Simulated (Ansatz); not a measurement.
Consider the redistribution: `O[SiH](F)[TeH]` + `[BH2][AlH2]` → `B[TeH]` + `O[SiH](F)[AlH2]`.

Computed with Ansatz on PBE0-D4/def2-TZVP structures; ΔE is electronic, products minus reactants. CCSD(T)/CBS is the MP2 limit (def2-TZVPP, def2-QZVPP) plus CCSD(T) − MP2 in def2-TZVPP, frozen cores. This one scheme is used for every species. def2 core potentials past Kr. For Te outer-core shells are correlated without core-valence functions, which leaves a few kJ/mol of doubt a bond. One conformer a species, not always the lowest.

`O[SiH](F)[TeH]`:

```xyz
7

O    -0.188   -1.222   -1.239
Si    0.462   -0.171   -0.179
F     0.743    1.251   -0.843
Te   -1.133    0.206    1.696
H    -1.089   -1.072   -1.532
H     1.763   -0.741    0.209
H    -0.559    1.748    1.887
```

`[BH2][AlH2]`:

```xyz
6

B    -1.047   -0.177   -0.335
Al    0.941    0.159    0.302
H    -1.739   -1.047    0.118
H    -1.581    0.486   -1.182
H     1.260    1.148    1.510
H     2.166   -0.570   -0.413
```

`B[TeH]`:

Z-matrix (Å, degrees):
```
B
Te 1 2.099
H 1 1.189 2 120.6
H 1 1.191 2 116.2 3 -180.0
H 2 1.659 1 96.2 3 -0.0
```

`O[SiH](F)[AlH2]`:

Z-matrix (Å, degrees):
```
Si
F 1 1.610
Al 1 2.471 2 110.8
O 1 1.646 2 109.7 3 -115.5
H 1 1.493 2 103.8 3 127.9
H 3 1.589 1 120.0 2 139.3
H 3 1.587 1 120.4 2 -41.5
H 4 0.959 1 118.7 2 -71.2
```

| species | CCSD(T)/CBS(def2) energy (Eh) |
| --- | --- |
| `O[SiH](F)[TeH]` | -733.71271 |
| `[BH2][AlH2]` | -269.14094 |
| `B[TeH]` | -294.31292 |
| `O[SiH](F)[AlH2]` | -708.55508 |

Question: Work out ΔE.

Answer: ΔE = (-294.31292) + (-708.55508) − (-733.71271) − (-269.14094) = -0.01435 Eh = -9.0 kcal/mol.

Largest T1 diagnostic among the species: 0.015.

At CCSD(T), def2-SVP lies −1.4 kcal/mol from the extrapolated value and def2-TZVPP −1.1 kcal/mol. From BLYP to BHLYP (50 % exact exchange), in def2-TZVPP and without D4, ΔE moves by +2.3 kcal/mol. Leaving LDA and LC-ωPBE aside and taking each functional with its dispersion term where it has one, the values, not all of them listed here, spread over 3.3 kcal/mol, from PBE-D4 to ωB97M-V.
